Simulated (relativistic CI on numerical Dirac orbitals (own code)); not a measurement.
## Pt⁶⁺ (5d4) in a crystal field

Calculated by Dirac-Coulomb-Breit CI, KLI orbitals optimised for each configuration, model QED, one configuration in a parametric crystal field, unscaled Slater integrals (own radial code). With so little scaling, terms lie 10 to 35 % too far apart, which can change the order of excited levels.

Field parameters in Wybourne normalisation: D3d B²₀ = −7Dσ, B⁴₀ = −14Dq − 21Dτ, B⁴₃ = −14√(10/7) Dq. The field is a parameter set, without covalency.

S and J are read from ⟨S²⟩ = S(S + 1) and ⟨J²⟩ = J(J + 1) of each level; they are not fictitious spins.

D3d, 10Dq = 32900, Dσ = -1200, Dτ = -360 cm⁻¹, the lowest 16 levels:

```tsv
E (cm⁻¹)	Degeneracy	Irrep	S	J
0.0	1	A1	1.17	3.20
6342	1	A2	1.25	3.56
7737	2	E	1.28	3.45
12270	2	E	1.18	3.60
13463	1	A1	1.03	3.88
13623	2	E	1.25	3.49
20681	1	A1	1.58	3.35
21055	1	A2	1.95	3.00
21387	2	E	1.75	3.10
22040	2	E	1.66	3.27
23231	1	A2	1.76	3.09
23601	1	A1	1.73	3.11
23757	2	E	1.58	3.36
25407	1	A1	1.07	4.00
27219	2	E	0.88	4.28
29639	2	E	0.57	4.50
```

D3d, 10Dq = 32900, Dσ = -980, Dτ = -360 cm⁻¹, the lowest 16 levels:

| E (cm⁻¹) | Degeneracy | Irrep | S | J |
| --- | --- | --- | --- | --- |
| 0.0 | 1 | A1 | 1.17 | 3.19 |
| 6439 | 1 | A2 | 1.26 | 3.55 |
| 7720 | 2 | E | 1.29 | 3.44 |
| 12230 | 2 | E | 1.18 | 3.60 |
| 13435 | 1 | A1 | 1.04 | 3.88 |
| 13491 | 2 | E | 1.24 | 3.52 |
| 20690 | 1 | A1 | 1.61 | 3.32 |
| 20989 | 1 | A2 | 1.96 | 3.00 |
| 21351 | 2 | E | 1.76 | 3.10 |
| 21994 | 2 | E | 1.65 | 3.28 |
| 23150 | 1 | A2 | 1.76 | 3.09 |
| 23524 | 1 | A1 | 1.73 | 3.09 |
| 23655 | 2 | E | 1.60 | 3.32 |
| 25411 | 1 | A1 | 1.03 | 4.06 |
| 27135 | 2 | E | 0.85 | 4.30 |
| 29418 | 2 | E | 0.58 | 4.50 |

D3d, 10Dq = 32900, Dσ = -760, Dτ = -360 cm⁻¹, the lowest 16 levels:

```csv
E (cm⁻¹),Degeneracy,Irrep,S,J
0.0,1,A1,1.18,3.18
6539,1,A2,1.27,3.53
7698,2,E,1.29,3.44
12190,2,E,1.19,3.59
13368,2,E,1.22,3.55
13407,1,A1,1.04,3.89
20690,1,A1,1.63,3.28
20927,1,A2,1.96,3.01
21319,2,E,1.76,3.10
21955,2,E,1.64,3.29
23081,1,A2,1.75,3.09
23455,1,A1,1.73,3.08
23560,2,E,1.63,3.29
25439,1,A1,0.98,4.11
27062,2,E,0.83,4.31
29206,2,E,0.58,4.49
```

D3d, 10Dq = 32900, Dσ = -550, Dτ = -360 cm⁻¹, the lowest 10 levels:

```
E (cm⁻¹)  Degeneracy  Irrep     S     J
     0.0           1     A1  1.18  3.17
    6637           1     A2  1.27  3.51
    7671           2      E  1.30  3.44
   12154           2      E  1.19  3.58
   13259           2      E  1.21  3.57
   13379           1     A1  1.04  3.89
   20681           1     A1  1.65  3.25
   20871           1     A2  1.96  3.01
   21294           2      E  1.76  3.10
   21924           2      E  1.63  3.30
```

D3d, 10Dq = 32900, Dσ = -330, Dτ = -360 cm⁻¹, the lowest 10 levels:

```json
{"E (cm⁻¹)": "0.0", "Degeneracy": "1", "Irrep": "A1", "S": "1.18", "J": "3.17"}
{"E (cm⁻¹)": "6742", "Degeneracy": "1", "Irrep": "A2", "S": "1.28", "J": "3.50"}
{"E (cm⁻¹)": "7636", "Degeneracy": "2", "Irrep": "E", "S": "1.30", "J": "3.44"}
{"E (cm⁻¹)": "12116", "Degeneracy": "2", "Irrep": "E", "S": "1.19", "J": "3.57"}
{"E (cm⁻¹)": "13155", "Degeneracy": "2", "Irrep": "E", "S": "1.19", "J": "3.60"}
{"E (cm⁻¹)": "13350", "Degeneracy": "1", "Irrep": "A1", "S": "1.05", "J": "3.89"}
{"E (cm⁻¹)": "20666", "Degeneracy": "1", "Irrep": "A1", "S": "1.67", "J": "3.22"}
{"E (cm⁻¹)": "20816", "Degeneracy": "1", "Irrep": "A2", "S": "1.96", "J": "3.01"}
{"E (cm⁻¹)": "21272", "Degeneracy": "2", "Irrep": "E", "S": "1.76", "J": "3.10"}
{"E (cm⁻¹)": "21897", "Degeneracy": "2", "Irrep": "E", "S": "1.63", "J": "3.30"}
```

Levels of this model without a field, named by their leading LS term: 5D_0 0, 5D_1 6136, 5D_2 11501, 5D_3 15702, 5D_4 18421, 3P_0 26877, 3H_4 28477, 3G_3 34061 cm⁻¹.
